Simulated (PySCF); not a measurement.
oxalic acid (C2H2O4), SMILES OC(C(O)=O)=O.

Coordinates come from a PBE0-D3(BJ)/def2-SVP optimisation. Other conformers were not sampled.

Calculation: PySCF with PBE/def2-TZVP.

The molecule is in vacuum.

Computed frontier levels, gap, dipole moment and polarisability:
The highest occupied level is -6.53 eV, the lowest empty level comes out as -3.00 eV and the orbital gap is 3.53 eV. The dipole moment is 0.00 D and the quadrupole, principal values (traceless, Buckingham form, about the centre of nuclear charge) is -16.66, 0.04, 16.62 D·Å. The mean static polarisability comes out as 37.4 bohr³ (5.55 Å³). The polarisability, principal values comes out as 22.7, 44.6, 45.0 bohr³.
